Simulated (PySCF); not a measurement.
# Correlation energy of As⁺ (arsenic, charge +1)

[Ar] 3d10 4s2 4p2, high-spin 3P determinant. All numbers are calculated (PySCF 2.14, the spin-free X2C one-electron Hamiltonian (Gaussian nucleus), in jorge-DZP-DKH (8s6p2d1f, 43 functions)). Frozen: [Ar] 3d10; 4 electrons correlated.

MP2 pair energies summed by pair of shells (mhartree):

```csv
pair,energy,share (%)
4s-4p,-12.05,47.8
4s-4s,-11.86,47.0
4p-4p,-1.33,5.3
```

Total MP2 correlation energy: -25.24 mhartree.

Same-spin part -2.99 and opposite-spin part -22.25 mhartree; SCS-MP2 scales them by 1/3 and 6/5 to -27.70 mhartree.

| level | correlation energy (mhartree) |
| --- | --- |
| CCSD | -33.79 |
| (T) | -0.21 |
| CCSD(T) | -34.00 |

Diagnostics: T1 = 0.0034, D1 = 0.0075, largest double amplitude 0.099.

Q: Is a single reference adequate?

A: Mostly. T1 lies below 0.03, but a double amplitude of this size points to a near-degeneracy that CCSD handles and MP2 describes poorly.
